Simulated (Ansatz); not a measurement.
`BNCC` + `[OH]`• → `B[N]CC`• + H₂O at 700 K and 1 bar (hydrogen abstraction from the N–H bond).

Gas-phase electronic energies from Ansatz, PBE0-D4/def2-TZVP geometries. CCSD(T)/CBS adds triple-zeta CCSD(T) − MP2 to the extrapolated MP2 energy (def2 sets, frozen cores). This one scheme is used for every species. No spin–orbit coupling; open shells (•) take unrestricted orbitals. One conformer a species, not always the lowest.

```csv
species,CCSD(T)/CBS energy (Eh),H − E (kJ/mol),S (J/(mol·K))
`BNCC`,-160.44809,345.2,405.2
`[OH]`•,-75.67771,42.8,208.9
`B[N]CC`•,-159.76204,303.0,423.3
H₂O,-76.37941,80.5,218.4
```

H − E and S are ideal-gas, rigid-rotor, harmonic terms from PBE0-D4/def2-TZVP, for one conformer and one mirror image of each species, with the whole ground term of open shells counted as degenerate. 1 Eh = 2625.50 kJ/mol, R = 8.31446 J/(mol·K).

Question: By hand: ΔE, ΔH, ΔS and ΔG.

Answer: ΔE = (-159.76204) + (-76.37941) − (-160.44809) − (-75.67771) = -0.01565 Eh = -41.1 kJ/mol. Δ(H − E) = 303.0 + 80.5 − 345.2 − 42.8 = -4.5, so ΔH = -45.6 kJ/mol. ΔS = 423.3 + 218.4 − 405.2 − 208.9 = 27.6 J/(mol·K). ΔG = -45.6 − 700 × (27.6)/1000 = -64.9 kJ/mol.

Question: By hand: the equilibrium constant, and the temperature at which ΔG would vanish if ΔH and ΔS stayed fixed.

Answer: log₁₀ K = −ΔG/(RT ln 10) = 4.8. ΔH and −TΔS have one sign here, so there is no such temperature.

TΔS isn't small against ΔH here. A doubt of 5 kJ/mol in ΔE shifts log₁₀ K by 0.4 here. Other conformers and mirror images would add mixing entropy, several J/(mol·K) or more a flexible species. These are equilibria of isolated gas molecules and say nothing of rates. Largest T1 diagnostic: 0.021 (customary marks: 0.02 for closed shells, 0.045 for open ones).
